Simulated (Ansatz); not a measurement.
Wavefunction ladder for AlFH$_{4}$OSi, SMILES `[F][AlH][O][SiH3]`

```xyz
8

F     2.298    0.281    1.740
Al    0.707    0.657    1.564
O    -0.103    0.137    0.199
Si   -0.604   -0.495   -1.216
H    -0.006    1.490    2.677
H    -1.366   -1.745   -0.962
H    -1.485    0.479   -1.912
H     0.558   -0.805   -2.090
```

The species carries charge 0 and has multiplicity 1. All single points use the PBE0-D4/def2-TZVP geometry. It is one conformer, not always the lowest. Frozen core, restricted reference, Ansatz 0.2.0. CBS rows extrapolate triple and quadruple zeta.

```csv
basis,HF (Eh),MP2 corr.,CCSD corr.,(T),CCSD(T) total
def2-SVP,-707.34684,-0.52929,-0.56258,-0.00964,-707.91906
def2-TZVPP,-707.76824,-0.68737,-0.71576,-0.02130,-708.50530
def2-QZVPP,-707.79445,-0.74672,-0.76820,-0.02511,-708.58776
CBS(def2),-707.79806,-0.79068,-0.80705,-0.02793,-708.63304
cc-pV(D+d)Z,-707.67148,-0.53328,-0.56681,-0.01027,-708.24856
cc-pV(T+d)Z,-707.76661,-0.69065,-0.71786,-0.02164,-708.50611
cc-pV(Q+d)Z,-707.79104,-0.74845,-0.76994,-0.02511,-708.58609
CBS(cc),-707.79840,-0.78959,-0.80703,-0.02758,-708.63301
```
